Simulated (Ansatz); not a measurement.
BF, charge +1, doublet, geometry from GFN2-xTB (a state made from the parent by changing its charge; the spin is typed, not shown lowest).

The Ansatz (an electronic-structure program) input:
Ansatz 0.2 input:
```yaml
crystal:
  periodic: [false, false, false]
  atoms:
    - {symbol: B, position_ang: [-0.00000000, -0.00000000, -0.77001619]}
    - {symbol: F, position_ang: [0.00000000, 0.00000000, 0.42778677]}
basis:
  gaussian:
    orbitals: 6-311G__.json
total_charge: 1
magnetization: {spin_polarized: true, initial_magnetization: 1}
correlation: {method: ccsd_t}
```
The basis file holds 6-311G** in the JSON format of the Basis Set Exchange.

Task: Predict the total energy from CCSD(T)/6-311G** run with Ansatz.

Result: -124.027751 Ha

Task: Give the SCF-reference <S^2> at the level CCSD(T)/6-311G**.

Result: 0.754

Task: What is the computed coupled-cluster correlation energy (without the perturbative part) (CCSD(T)/6-311G**)?

Result: -0.2447 Eh

Task: What number of basis functions does CCSD(T)/6-311G** give?

Result: 36
